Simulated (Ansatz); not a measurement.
One geometry of PtS₂, several levels of theory.

```yaml
crystal:
  periodic: [false, false, false]
  atoms:
    - {symbol: Pt, position_ang: [0.000987, -0.001074, -0.004960]}
    - {symbol: S, position_ang: [-1.771731, 0.924045, -0.550671]}
    - {symbol: S, position_ang: [1.770744, -0.922961, 0.555631]}
basis:
  gaussian: {orbitals: def2-TZVP, initial_orbitals: start.molden}
hamiltonian: {xc: {text: "exchange = 0.65*pbe_x + 0.35*exact_x\ncorrelation = pbe_c"}}
scf: {omitted_lower_state_checks: [starts]}
output: {orbitals: {seedname: orbitals}}
```

The file start.molden holds the orbitals of an earlier run on this structure, at another level or in another basis.

```sh
$ ansatz run in.yaml --threads 4 --pin off --events-out ev --progress --plain --max-ram 3916MiB
```

It prints (some lines left out):

```
Functional definition: unnamed
  exchange = 0.65*pbe_x + 0.35*exact_x
  correlation = pbe_c
these checks for a lower state are left out or cut short: starts
1012 factors; their error is unknown
mean field evaluation 1: about -24910.7887 eV, gradient 4.5e0 eV
mean field evaluation 2: about -24910.8042 eV, gradient 2.6e-2 eV
mean field evaluation 4: about -24910.9200 eV, gradient 4.8e-5 eV
mean field -24910.92003013 eV, -915.4594258791 hartree, gradient 4.9e-5 eV, S^2 0.000000; 0 other end points of the search recorded, 0 dependent functions left out
reference -24910.92005022 eV, -915.4594266175 hartree; 25, 25 occupied and 89, 89 virtual orbitals, 1012 factors
Total energy: -24910.92005022 eV, -915.4594266175 hartree
Checks for a lower state left out: starts
```

Run time 0.9 s (4 threads of Arm Neoverse V2 on a shared host).

As the first input, with `gaussian: {orbitals: def2-TZVPP, initial_orbitals: start.molden}`, `correlation: {method: ccsd_t}` and without the key `hamiltonian` (abridged; 36 s):

```
Functional definition: HF
mean field evaluation 16: about -24855.7108 eV, gradient 4.1e-1 eV
mean field evaluation 32: about -24843.1375 eV, gradient 5.3e1 eV
mean field evaluation 64: about -24850.3654 eV, gradient 1.0e0 eV
mean field evaluation 96: about -24850.2795 eV, gradient 2.2e-1 eV
mean field evaluation 128: about -24852.4722 eV, gradient 5.7e-1 eV
mean field evaluation 160: about -24852.8465 eV, gradient 4.8e-2 eV
mean field evaluation 192: about -24852.8466 eV, gradient 1.1e-2 eV
mean field evaluation 224: about -24850.5372 eV, gradient 1.0e-2 eV
mean field evaluation 256: about -24850.1964 eV, gradient 1.3e1 eV
mean field evaluation 288: about -24850.0185 eV, gradient 4.5e-3 eV
mean field evaluation 320: about -24850.0191 eV, gradient 1.4e-3 eV
mean field evaluation 352: about -24850.4058 eV, gradient 1.0e0 eV
mean field evaluation 384: about -24850.2744 eV, gradient 1.1e-2 eV
[...]
determinant -24852.84656121 eV, -913.3252652602 hartree, with singles and doubles -24878.46593444 eV, -914.2667598609 hartree
determinant -24852.46306838 eV, -913.3111721584 hartree, with singles and doubles -24878.02949875 eV, -914.2507211450 hartree
determinant -24852.46294986 eV, -913.3111678029 hartree, with singles and doubles -24878.02911961 eV, -914.2507072119 hartree
determinant -24855.71144319 eV, -913.4305477308 hartree, with singles and doubles -24882.49448330 eV, -914.4148063008 hartree
determinant -24855.70959270 eV, -913.4304797266 hartree, with singles and doubles -24882.49358204 eV, -914.4147731801 hartree
mean field evaluation 480: about -24855.6824 eV, gradient 3.0e0 eV
mean field evaluation 512: about -24855.7096 eV, gradient 4.6e-6 eV
unrestricted determinant -24857.45558125 eV, -913.4946436223 hartree, S^2 1.6754
10 core orbitals not correlated: weight in the atoms' cores, before any rotation towards them, 1.000 or more for the frozen orbitals, at most 0.000 for the correlated occupied ones
second order -29.51517617 eV of doubles, -0.00000000 eV of singles
cycle   1  -26.78398820 eV  change    1.1e-6 eV  update   3.8e-6
perturbative correction -2.13059913 eV, -0.0782980739 hartree
Total energy: -24884.62418003 eV, -914.4930712120 hartree
Checks for a lower state left out: starts
```

As the first input, with `hamiltonian: {xc: {name: B97M-V}}` (abridged; 2.7 s):

```
Functional definition: B97M-V
mean field -24913.18275682 eV, -915.5425795514 hartree, gradient 6.6e-5 eV, S^2 0.000000
Total energy: -24913.18280350 eV, -915.5425812668 hartree
Checks for a lower state left out: starts
```

As the first input, with `hamiltonian: {xc: {text: "exchange = 0.85*pbe_x + 0.15*exact_x\ncorrelation = pbe_c"}}` (abridged; 0.8 s):

```
Functional definition: unnamed
mean field -24911.45799724 eV, -915.4791958058 hartree, gradient 5.4e-5 eV, S^2 0.000000
Total energy: -24911.45802365 eV, -915.4791967765 hartree
Checks for a lower state left out: starts
```

First input, but with `gaussian: {orbitals: def2-TZVPD, initial_orbitals: start.molden}`, `hamiltonian: {xc: pbe, dispersion: d4}` (abridged; 1.1 s):

```
Functional definition: PBE
mean field -24911.96072987 eV, -915.4976708892 hartree, gradient 2.0e-5 eV, S^2 0.000000
Total energy: -24912.06438241 eV, -915.5014800497 hartree
Checks for a lower state left out: starts
```

As the first input, with `correlation: {method: mp2}` and without the key `hamiltonian` (abridged; 3.6 s):

```
Functional definition: HF
mean field evaluation 16: about -24855.5960 eV, gradient 4.9e-1 eV
mean field evaluation 32: about -24855.5968 eV, gradient 6.7e-5 eV
mean field -24855.59676865 eV, -913.4263335194 hartree, gradient 1.5e-6 eV, S^2 0.000000; 1 other end points of the search recorded, 0 dependent functions left out; unrestricted orbitals would lower it
unrestricted determinant -24857.35356643 eV, -913.4908946471 hartree, S^2 1.6770
10 core orbitals not correlated: weight in the atoms' cores, before any rotation towards them, 1.000 or more for the frozen orbitals, at most 0.000 for the correlated occupied ones
second order -24.72778418 eV of doubles, -0.00000000 eV of singles
Total energy: -24880.32455283 eV, -914.3350628268 hartree
Checks for a lower state left out: starts
```

As the first input, with `hamiltonian: {xc: r2scan, dispersion: d4}` (abridged; 1.8 s):

```
Functional definition: r2SCAN
mean field -24919.53709733 eV, -915.7760972578 hartree, gradient 9.6e-6 eV, S^2 0.000000
Total energy: -24919.55828940 eV, -915.7768760521 hartree
Checks for a lower state left out: starts
```

Geometry: r2SCAN-D4/def2-TZVP.

In the def2 sets Pt takes a core potential; there is no spin–orbit coupling. Correlated methods freeze 10 core orbitals; core or outer-core shells of Pt are correlated, in sets that lack core-valence functions. The restricted singlet is unstable towards broken spin symmetry at other levels; at PBE with 35 % exact exchange/def2-TZVP, CCSD(T)/def2-TZVPP, B97M-V/def2-TZVP, PBE with 15 % exact exchange/def2-TZVP and others this wasn't settled. At CCSD(T)/def2-TZVPP the stability test found the charge 0 singlet unstable. At MP2/def2-TZVP the restricted singlet (for correlated methods, its reference) is unstable: a solution with broken spin symmetry lies lower. The structure comes from a short search, and lower isomers may exist.
